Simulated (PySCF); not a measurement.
**Al (aluminium, neutral) across methods**

[Ne] 3s1 3p1 4s1, high-spin 4P determinant (an excited configuration). Computed with PySCF 2.14 in aug-cc-pV(D+d)Z (5s4p3d, 32 functions), with the non-relativistic Hamiltonian (point nucleus).

```
 method  E (hartree)  mean ε 3s α (eV)  mean ε 3p α (eV)  mean ε 4s α (eV)  Σ⟨r²⟩ (bohr²)   ⟨S²⟩
    PBE    -241.9468           -11.948            -6.341            -1.746          68.99  3.750
   PBE0    -241.9720           -13.185            -7.309            -2.059          69.29  3.750
    UHF   -241.63716           -16.479            -9.883            -2.721          70.23  3.750
wB97X-V    -242.0314           -15.546            -9.359            -2.823          69.60  3.750
 r2SCAN    -242.0575           -12.258            -6.572            -1.706          69.35  3.750
  B97-3    -242.0497           -13.167            -7.254            -2.027          69.49  3.750
LC-wPBE    -241.9884           -16.164            -9.853            -2.990          69.69  3.750
    LDA    -241.0237           -12.046            -6.268            -1.765          68.38  3.750
```

Task: Estimate the same row for r2SCANh.

Result: E (hartree) = -242.0566; mean ε 3s α (eV) = -12.716; mean ε 3p α (eV) = -6.919; mean ε 4s α (eV) = -1.824; Σ⟨r²⟩ (bohr²) = 69.31; ⟨S²⟩ = 3.750.

The outer electron is Rydberg-like, and this basis confines it to a smaller radius and binds it less than a complete one would.
